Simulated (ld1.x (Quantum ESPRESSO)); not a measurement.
**Varying the RRKJ potential for terbium (Tb)**

Base potential:

terbium, norm-conserving RRKJ (Kleinman–Bylander form), made with ld1.x (Quantum ESPRESSO) 7.5 (PBE, scalar-relativistic). Core [Kr] 4d10, reference 4f9 5s2 5p6 5d0 6s1 6p1. Waves: 5s (bound): rc 1.95 bohr; 5p (bound): rc 2.30 bohr; 5d (bound, empty): rc 2.65 bohr; 4f (bound): rc 0.90 bohr. Local part: all-electron potential smoothed inside 1.60 bohr (lloc = -1). Core correction: none.

Occupied shells without a wave of their own: 6p, 6s. They enter only through the test configuration that unscreens the potential.

Cutoffs, loose and tight: the cutoffs (Ry, on a coarse ladder) from which the occupation-weighted sum of valence levels, in a spherical-Bessel basis at the reference potential, stays within 10 and 1 mRy of its value at 400 Ry. They do not see the model core or the augmentation charge, which bear on the density cutoff. Test errors are all-electron minus pseudo excitation energies from the reference, over the configurations 4f9 5s2 5p6 5d0 6s2 6p0; 4f9 5s2 5p6 5d0 6s1 6p0; 4f9 5s2 5p6 5d0 6s0 6p0; 4f8 5s2 5p6 5d0 6s0 6p0; 4f7 5s2 5p6 5d0 6s0 6p0; 4f9 5s2 5p6 5d0 6s1.5 6p0; 4f9 5s2 5p6 5d0.5 6s1.5 6p0. A dash means not determined; rows that change the core or the reference have their own tests.

```tsv
change	outcome	cutoff, loose	cutoff, tight	bound ghosts	largest test error (meV)
base	generated, misses its reference levels by 0.37 eV	300 Ry	over 300 Ry	none	-1758
all radii scaled by about 0.77 (s 1.50, p 1.76, d 2.04, f 0.70 bohr); local potential all-electron potential smoothed inside 1.22 bohr (lloc = -1)	failed: compute_phi: phi has nodes before r_c	–	–	–	–
all radii scaled by about 0.87 (s 1.68, p 2.00, d 2.30, f 0.78 bohr); local potential all-electron potential smoothed inside 1.38 bohr (lloc = -1)	failed: compute_phi: phi has nodes before r_c	–	–	–	–
all radii scaled by about 1.15 (s 2.24, p 2.64, d 3.04, f 1.04 bohr); local potential all-electron potential smoothed inside 1.84 bohr (lloc = -1)	generated, misses its reference levels by 0.48 eV	260 Ry	over 300 Ry	none	-1834
all radii scaled by about 1.25 (s 2.44, p 2.88, d 3.32, f 1.12 bohr); local potential all-electron potential smoothed inside 2.00 bohr (lloc = -1)	generated, misses its reference levels by 0.53 eV	230 Ry	300 Ry	none	-1932
```

**Question.** What comes out with this change to the base: all radii scaled by about 1.34 (s 2.62, p 3.08, d 3.56, f 1.20 bohr); local potential all-electron potential smoothed inside 2.14 bohr (lloc = -1)?

**Answer.** outcome: generated, misses its reference levels by 0.56 eV; cutoff, loose: 200 Ry; cutoff, tight: 300 Ry; bound ghosts: none; largest test error (meV): no test is counted, since the test run did not reproduce the reference configuration.

Reading the sweep of the scale of all radii (base = 1) (base included, trends over the rows without a ghost): The loose cutoff falls from 300 Ry at 1 to 200 Ry at 1.34. A larger radius leaves more room for a smooth pseudo-wave, so fewer plane waves are needed; a smaller one forces it to follow the all-electron wave where it bends sharply. The generation fails at 0.77, 0.87.
